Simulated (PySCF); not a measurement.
Sn(H)2(F)(OH) (FH3OSn), SMILES [OH][SnH2][F].

Coordinates come from a PBE0-D3(BJ)/def2-TZVP optimisation. The geometry has at least one imaginary mode, so it is a saddle point at that level. The def2 effective core potentials stand for the cores of Sn; spin–orbit coupling is left out. One conformer was computed; it need not be the lowest.

Level of theory: TDA-M06-2X/def2-SVPD (PySCF).

Vertical excitations.  State labels are in the subgroup Cs.

Computed UV-visible absorptions:
```tsv
state	symmetry	energy (eV)	λ (nm)	f	main pairs
S1	A"	6.97	178	0.032	HOMO→LUMO+1 50 %, HOMO→LUMO 35 %
S2	A"	7.28	170	0.002	HOMO→LUMO 60 %, HOMO→LUMO+1 33 %
S3	A"	8.22	151	0.191	HOMO→LUMO+2 87 %
S4	A'	8.24	150	0.116	HOMO−1→LUMO 65 %, HOMO−1→LUMO+1 24 %
S5	A'	8.44	147	0.058	HOMO−1→LUMO+1 55 %, HOMO−1→LUMO 26 %
S6	A"	8.47	146	0.001	HOMO−2→LUMO 63 %, HOMO→LUMO+3 23 %
S7	A"	8.51	146	0.006	HOMO−2→LUMO+1 50 %, HOMO→LUMO+3 17 %, HOMO−2→LUMO 13 %
S8	A"	9.07	137	0.172	HOMO→LUMO+3 34 %, HOMO−2→LUMO+1 17 %, HOMO−2→LUMO 10 %, HOMO→LUMO+5 8 %
S9	A'	9.23	134	0.010	HOMO−1→LUMO+2 66 %
S10	A"	9.41	132	0.112	HOMO−2→LUMO+2 53 %, HOMO→LUMO+5 16 %, HOMO→LUMO+3 12 %
T1	A"	6.34	195	0	HOMO→LUMO+1 50 %, HOMO→LUMO 20 %, HOMO→LUMO+2 13 %
T2	A"	6.93	179	0	HOMO→LUMO 56 %, HOMO→LUMO+2 16 %
T3	A"	7.07	175	0	HOMO→LUMO+1 26 %, HOMO→LUMO 15 %, HOMO→LUMO+2 15 %, HOMO→LUMO+3 15 %
T4	A'	7.33	169	0	HOMO−1→LUMO+1 73 %
```
Triplets are in the Tamm–Dancoff approximation.
